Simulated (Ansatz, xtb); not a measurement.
Molecule: sum formula SiH$_{2}$Cl$_{2}$, net charge -1, doublet state. SMILES of the parent species: Cl[SiH2]Cl
Coordinates optimised at B3LYP-D3(BJ)/def2-TZVP (Ansatz, an electronic-structure program):
```xyz
5

Si    -0.0067    -0.1949     0.0076
Cl     2.3074     0.0667     0.0720
Cl    -2.2975     0.2200    -0.0832
H     -0.0760    -1.0238     1.2447
H      0.0018    -1.1208    -1.1606
```
Charge -1, spin multiplicity 2.

Harmonic wavenumbers from GFN2-xTB (xtb, at its own minimum), cm⁻¹: 133, 175, 201, 248, 595, 820, 848, 2260, 2264.

Question: Give the harmonic wavenumbers at B3LYP-D3(BJ)/def2-TZVP (Ansatz, finite differences of forces, unscaled).

Answer: 150, 200, 241, 302, 803, 876, 887, 2132, 2154 cm⁻¹. Zero-point energy 11.1 kcal/mol.

Question: From these and the geometry, give the ideal-gas thermochemistry at 298.15 K and 1 atm (rigid rotor, harmonic oscillator).

Answer: Point group C2v, rotational symmetry number 2. Rotational constants 65.5, 1.331, 1.325 GHz. S(trans) 39.75, S(rot) 24.06, S(vib) 8.52, S(elec, spin only) 1.38, S 73.7 cal/(mol K). H(298) - H(0) 3.82 kcal/mol; G - E(el) -7.1 kcal/mol.
